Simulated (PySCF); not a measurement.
**Spectroscopy problems**

All values are calculated (PySCF 2.14.0 with density-fitted response routines): shielding tensors at PBE0/pcSseg-1 (GIAO), GFN2-xTB structure, B3LYP/pcJ-1 coupling constants. One conformer, in vacuum, non-relativistic Hamiltonian, fast rotation and ring inversion assumed for equivalent nuclei.

References, each an isolated molecule treated in the same way: ¹H and ¹³C against TMS. Multiplet labels drop J under 1 Hz and among equivalent protons, and merge close values. Unscaled 3J(H,H) run several per cent high. Where no couplings were computed, multiplicities follow the n + 1 count of equivalent neighbours, and m marks all less simple cases (inequivalent or close neighbours, rings, F or P nearby). One-bond C–F couplings are unscaled and too large by tens of Hz. Shifts are as computed. Against solution values, carbons near 30 ppm lie about +3 ppm off and those near 130 ppm about +5 ppm. Of 1211 compounds with measured shifts, 218 miss one by over three times the rms of a fit or turn the order of signals round; such compounds aren't used in these exercises.

**Question.** C7H10O2. ¹H NMR (400 MHz, computed): δ 7.53 (d, 1H), 6.86 (m, 1H), 5.91 (m, 1H), 5.63 (m, 1H), 2.19 (s, 3H), 2.00 (d, 3H). ¹³C{¹H} NMR (computed): δ 171.7 (C), 139.4 (CH), 137.5 (CH), 131.5 (CH), 119.2 (CH), 23.3 (CH3), 22.8 (CH3). What is it?

**Answer.** `C/C=C/C=C\OC(C)=O`. The formula gives 3 degrees of unsaturation (no ring in the answer). 7 carbon signals for 7 carbons: no two carbons are equivalent. Carbon types of the structure: 1 × C, 4 × CH, 2 × CH3, which accounts for all hydrogens. δC 171.7: ester carbonyl carbon; lone-pair donation from the attached heteroatom keeps it upfield of a ketone carbonyl. δC 139.4: alkene carbon bearing oxygen; an sp2 carbon further deshielded by the attached heteroatom. δC 137.5, 131.5: alkene CH; an sp2 carbon of a C=C bond. δC 119.2: β carbon of an enol-ether or enamine type C=C.

This is the structure that produced the data.

**Question.** C5H12O4Si. ¹H NMR (300 MHz, computed): δ 3.97 (s, 6H), 3.86 (s, 3H), 0.05 (s, 3H). ¹³C{¹H} NMR (computed): δ 189.3 (C), 53.2 (CH3), 51.1 (CH3), -3.3 (CH3). What is it?

**Answer.** SMILES [Si](C(OC)=O)(C)(OC)OC. Rings plus π bonds: 1 (no ring in the answer). 4 carbon signals for 5 carbons: some carbons are equivalent by symmetry or fast rotation. Carbon types of the structure: 1 × C, 4 × CH3, which accounts for all hydrogens. δC 189.3: carbonyl carbon. δC -3.3: methyl carbon bonded to Si; an electropositive neighbour leaves it electron-rich and shielded. δH 3.97, 3.86: hydrogen on a methyl carbon bonded to O; its carbon carries O, an electronegative neighbour. δH 0.05: hydrogen on a methyl carbon bonded to Si; an electropositive neighbour shields it, as in TMS itself.

The shifts were computed for this structure.

**Question.** C3F6. ¹³C{¹H} NMR (computed): δ 110.3 (m). What is it?

**Answer.** hexafluorocyclopropane. The formula gives 1 degree of unsaturation (1 ring in the answer). 1 carbon signal for 3 carbons: some carbons are equivalent by symmetry or fast rotation. Carbon types of the structure: 3 × C. δC 110.3: three-membered-ring carbon; 2 electronegative neighbours deshield it.

The shifts were computed for this structure.
